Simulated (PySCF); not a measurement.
ZnBrI, SMILES [Br][Zn][I]. Heavy atoms are numbered as in [Zn:1]([Br:2])[I:3].

Geometry: B3LYP-D3(BJ)/def2-SVP. The def2 effective core potentials stand for the cores of I; spin–orbit coupling is left out.

The numbers are results of PBE0/def2-TZVPD (PySCF), not measurements.

Mulliken values depend strongly on the basis, most of all with diffuse functions as here. ESP charges are fitted to the potential on shells at 1.4 to 2.0 van der Waals radii. Atomic charges (e), one atom of each kind:

```tsv
atom	ESP fit	Mulliken
Zn1	0.50	0.16
Br2	-0.28	-0.10
I3	-0.22	-0.05
```
